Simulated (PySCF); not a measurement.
## Structure from NMR data

An unknown has the formula CH2BF3O. Its calculated NMR data are:

$^{1}$H NMR (600 MHz, computed): δ 6.64 (t, J = 82.3 Hz, 1H), 4.36 (br, 1H).

$^{13}$C{$^{1}$H} NMR (computed): δ 115.6 (CH, td, J = 325.5, 14.3 Hz).

One averaged value for each set of equivalent atoms, a single conformation, non-relativistic, no solvent. J couplings at B3LYP/pcJ-1; NMR shieldings at PBE0/pcSseg-1/GIAO; PBE0-D3(BJ)/def2-SVP structure; PySCF 2.14.0 with density-fitted response routines.

Shifts are taken against calculated references (same method and geometry level): $^{1}$H (σ = 31.27 ppm), $^{13}$C (σ = 184.41 ppm) against TMS.

**Question.** Propose a structure and justify it.

**Answer.** 
1. Carbon types of the structure: 1 × CH, leaving 1 H on heteroatoms.
2. δC 115.6: sp3 CH bonded to 2 F and O; 3 electronegative neighbours deshield it.
3. δH 6.64: hydrogen on an sp3 CH bonded to 2 F and O; its carbon carries F and O, which withdraws density.
4. δH 4.36: hydrogen on a boron bonded to F, O.

These data were computed for `B(F)OC(F)F`.

The shifts were computed for this structure.

Hydrogens on boron are broadened and split by $^{11}$B (spin 3/2, 80 %) and 10B (spin 3). Common functionals overestimate the size of one-bond C–F couplings by tens of Hz; these are unscaled. Splittings below 1 Hz are ignored in the labels, and close J values are merged. Shifts are as computed. Against solution values, carbons near 30 ppm lie about +2 ppm off and those near 130 ppm about +5 ppm. Of 1211 compounds with measured shifts, 218 miss one by over three times the rms of a fit or turn the order of signals round; such compounds aren't used in these exercises.
